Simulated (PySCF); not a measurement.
C₃H₁₀CdSi (SMILES C[Si](C)(C)[CdH]), singlet, at a GFN2-xTB geometry (such geometries of metal compounds can be far from the true shape) (core potentials on Cd); DF-B3LYP/def2-SVPD in PySCF.

PySCF was given this input:
```python
from pyscf import gto, scf, dft

mol = gto.M(
    atom='''
Cd   -0.25901478    0.91247811    0.98663606
H     0.54393179    2.16191775    1.95709020
Si    0.04958791   -0.82870164   -0.83502557
C    -1.16923898   -2.06690268   -1.65766865
C     1.51939237   -1.88371866   -0.14835664
C     0.82157235    0.21357162   -2.27120341
H    -0.66006570   -2.66132881   -2.41231353
H    -1.59314690   -2.75222617   -0.92975288
H    -1.99239446   -1.55229209   -2.14430873
H     1.16933330   -2.64944680    0.54092520
H     2.22173444   -1.24662176    0.39879992
H     2.07727095   -2.38663261   -0.93395985
H     1.47703762    0.99155623   -1.86665134
H     0.05173675    0.70947717   -2.85892887
H     1.41268631   -0.38923091   -2.95570085
''',
    basis='def2-svpd',
    ecp={'Cd': 'def2-svpd'},
    verbose=4,
    max_memory=1800,
)

mf = dft.RKS(mol)
mf.xc = 'b3lyp'
mf = mf.density_fit(auxbasis='def2-universal-jkfit')
mf.kernel()
```

**Question.** What does PySCF print? Leave out banner, timings and long lists.

**Answer.** 
```
PySCF version 2.14.0

[INPUT] verbose = 4
[INPUT] num. atoms = 15
[INPUT] num. electrons = 62
[INPUT] charge = 0
[INPUT] spin (= nelec alpha-beta = 2S) = 0
[INPUT] symmetry False subgroup None
[INPUT] Mole.unit = angstrom
[INPUT] Symbol           X                Y                Z      unit          X                Y                Z       unit  Magmom
[INPUT]  1 Cd    -0.259014780000   0.912478110000   0.986636060000 AA   -0.489466996414   1.724333722561   1.864471938020 Bohr   0.0
[INPUT]  2 H      0.543931790000   2.161917750000   1.957090200000 AA    1.027882113544   4.085432451336   3.698364479070 Bohr   0.0
[INPUT]  3 Si     0.049587910000  -0.828701640000  -0.835025570000 AA    0.093707568990  -1.566019138578  -1.577969634309 Bohr   0.0
[INPUT]  4 C     -1.169238980000  -2.066902680000  -1.657668650000 AA   -2.209541446366  -3.905879991330  -3.132539753777 Bohr   0.0
[INPUT]  5 C      1.519392370000  -1.883718660000  -0.148356640000 AA    2.871235455054  -3.559712363133  -0.280353418361 Bohr   0.0
[INPUT]  6 C      0.821572350000   0.213571620000  -2.271203410000 AA    1.552546733015   0.403591869780  -4.291952418078 Bohr   0.0
[INPUT]  7 H     -0.660065700000  -2.661328810000  -2.412313530000 AA   -1.247343397219  -5.029182578315  -4.558611898283 Bohr   0.0
[INPUT]  8 H     -1.593146900000  -2.752226170000  -0.929752880000 AA   -3.010611317200  -5.200953694161  -1.756978306726 Bohr   0.0
[INPUT]  9 H     -1.992394460000  -1.552292090000  -2.144308730000 AA   -3.765079861501  -2.933406915429  -4.052156226214 Bohr   0.0
[INPUT] 10 H      1.169333300000  -2.649446800000   0.540925200000 AA    2.209719685334  -5.006728833605   1.022200481876 Bohr   0.0
[INPUT] 11 H      2.221734440000  -1.246621760000   0.398799920000 AA    4.198469613114  -2.355773707323   0.753622627298 Bohr   0.0
[INPUT] 12 H      2.077270950000  -2.386632610000  -0.933959850000 AA    3.925473182015  -4.510081992856  -1.764928327840 Bohr   0.0
[INPUT] 13 H      1.477037620000   0.991556230000  -1.866651340000 AA    2.791196577479   1.873769711806  -3.527459802652 Bohr   0.0
[INPUT] 14 H      0.051736750000   0.709477170000  -2.858928870000 AA    0.097768288075   1.340717542931  -5.402592573912 Bohr   0.0
[INPUT] 15 H      1.412686310000  -0.389230910000  -2.955700850000 AA    2.669590225822  -0.735539819115  -5.585465112644 Bohr   0.0

nuclear repulsion = 307.163032460105
number of shells = 86
number of NR pGTOs = 292
number of NR cGTOs = 198
basis = def2-svpd
ecp = {'Cd': 'def2-svpd'}

******** <class 'pyscf.df.df_jk.DFRKS'> ********
method = DFRKS
initial guess = minao
damping factor = 0
level_shift factor = 0
DIIS = <class 'pyscf.scf.diis.CDIIS'>
diis_start_cycle = 1
diis_space = 8
diis_damp = 0
SCF conv_tol = 1e-09
SCF conv_tol_grad = None
SCF max_cycles = 50
direct_scf = False
XC library pyscf.dft.libxc version 7.1.2
    S. Lehtola, C. Steigemann, M. J. T. Oliveira, and M. A. L. Marques,  SoftwareX 7, 1–5 (2018)
XC functionals = b3lyp
    P. J. Stephens, F. J. Devlin, C. F. Chabalowski, and M. J. Frisch,  J. Phys. Chem. 98, 11623 (1994)
radial grids:
    Treutler-Ahlrichs [JCP 102, 346 (1995); DOI:10.1063/1.469408] (M4) radial grids

becke partition: Becke, JCP 88, 2547 (1988); DOI:10.1063/1.454033
pruning grids: <function nwchem_prune>
grids dens level: 3
symmetrized grids: False
atomic radii adjust function: <function treutler_atomic_radii_adjust>
small_rho_cutoff = 0
Set gradient conv threshold to 3.16228e-05
Initial guess from minao.
tot grids = 182008
******** <class 'pyscf.df.df.DF'> ********
auxbasis = def2-universal-jkfit
init E= -563.263309809532
  HOMO = -0.585332791853481  LUMO = -0.555617041605517  gap/eV = 0.80861
cycle= 1 E= -575.906053078643  delta_E= -12.6  |g|= 2.27  |ddm|= 9.13
  HOMO = 0.0333531085105535  LUMO = 0.0374374893694078  gap/eV = 0.11114
cycle= 2 E= -535.681022617134  delta_E= 40.2  |g|= 6.41  |ddm|=  110
  HOMO = -0.27656261751562  LUMO = -0.238871967299379  gap/eV = 1.02561
cycle= 3 E= -576.086834745034  delta_E= -40.4  |g|= 1.92  |ddm|=  110
  HOMO = -0.346417630763553  LUMO = -0.183952516988213  gap/eV = 4.42090
cycle= 4 E= -577.156539370926  delta_E= -1.07  |g|= 1.11  |ddm|= 2.51
  HOMO = -0.228253755530951  LUMO = -0.0630770868419043  gap/eV = 4.49469
cycle= 5 E= -577.437347902432  delta_E= -0.281  |g|= 0.33  |ddm|= 2.15
  HOMO = -0.252887483642795  LUMO = -0.0713570553608758  gap/eV = 4.93969
cycle= 6 E= -577.459418060823  delta_E= -0.0221  |g|= 0.17  |ddm|= 0.812
  HOMO = -0.232770063617849  LUMO = -0.0601184555634749  gap/eV = 4.69809
cycle= 7 E= -577.467749414571  delta_E= -0.00833  |g|= 0.0618  |ddm|= 0.374
  HOMO = -0.229535319298563  LUMO = -0.0540151208898917  gap/eV = 4.77615
cycle= 8 E= -577.46880883953  delta_E= -0.00106  |g|= 0.0151  |ddm|= 0.122
  HOMO = -0.229419170125546  LUMO = -0.0536052299810408  gap/eV = 4.78414
cycle= 9 E= -577.468853638562  delta_E= -4.48e-05  |g|= 0.00586  |ddm|= 0.0319
  HOMO = -0.229398031189461  LUMO = -0.0537828784881056  gap/eV = 4.77873
cycle= 10 E= -577.468863497019  delta_E= -9.86e-06  |g|= 0.00128  |ddm|= 0.00943
  HOMO = -0.229355909289396  LUMO = -0.0538137960249126  gap/eV = 4.77674
cycle= 11 E= -577.468863909331  delta_E= -4.12e-07  |g|= 0.000156  |ddm|= 0.00213
  HOMO = -0.229359594707574  LUMO = -0.0538143391542309  gap/eV = 4.77683
cycle= 12 E= -577.46886391486  delta_E= -5.53e-09  |g|= 7.27e-05  |ddm|= 0.000439
  HOMO = -0.229356647311931  LUMO = -0.0538122601986403  gap/eV = 4.77681
cycle= 13 E= -577.468863916301  delta_E= -1.44e-09  |g|= 1.29e-05  |ddm|= 0.000147
  HOMO = -0.229355332797141  LUMO = -0.0538108872160454  gap/eV = 4.77681
cycle= 14 E= -577.468863916331  delta_E= -3e-11  |g|= 3.94e-06  |ddm|= 2.87e-05
  HOMO = -0.229355434083928  LUMO = -0.0538112263959384  gap/eV = 4.77680
Extra cycle  E= -577.468863916333  delta_E= -2.5e-12  |g|= 4.58e-06  |ddm|= 1.27e-05
converged SCF energy = -577.468863916333
```
